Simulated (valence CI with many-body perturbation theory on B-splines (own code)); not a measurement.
**Which ion has this spectrum?**

A relativistic CI+MBPT calculation for an atom or ion with 40 electrons gives these levels (cm⁻¹):

```
J  Parity       E     g
0    even       0      
1    even  127177  1.50
4    even  167663  1.08
2    even  170129  1.25
3    even  181726  1.15
0    even  283450      
2    even  288345  1.22
4    even  293643  1.15
3    even  297859  1.16
5    even  313311  1.08
1    even  323720  1.11
6    even  324633  1.08
3    even  337245  1.09
4    even  338740  1.03
```

The energies are calculated, and their last digits are not significant.

Question: Which is it?
A. Hf32+
B. Pt38+
C. Ir37+
D. Re35+

Answer: D. Re35+, ground level (4d3/2^4) J=0.
